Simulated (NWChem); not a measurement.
System: C₃H₈N, doublet; SMILES CC(C)[NH]

```xyz
12

C      0.8040     1.1648     0.1061
C     -0.0989    -0.0115    -0.3279
C      0.4766    -1.3665     0.0955
N     -1.4517     0.1318     0.1494
H      1.8325     1.0397    -0.2885
H      0.8633     1.2119     1.2127
H      0.4099     2.1348    -0.2609
H     -0.1362     0.0185    -1.4525
H      1.4788    -1.5395    -0.3455
H      0.5683    -1.4134     1.2001
H     -0.1967    -2.1865    -0.2215
H     -1.7484     1.0909    -0.1322
```
Atoms are numbered in this order, from 1.

All runs: NWChem. Spin-unrestricted. The geometry was optimised at PBE-D3(BJ)/def2-SVP, spin-unrestricted. No frequency run checked for a minimum. No stability test was run on the SCF state.

For level UHF/def2-TZVPP:

| Property | Result |
|---|---|
| lowest empty minus highest occupied level, either spin (eV) | 14.22 |

What are these values for level UHF/def2-SVPD?


| Property | Result |
|---|---|
| lowest empty minus highest occupied level, either spin (eV) | 13.73 |
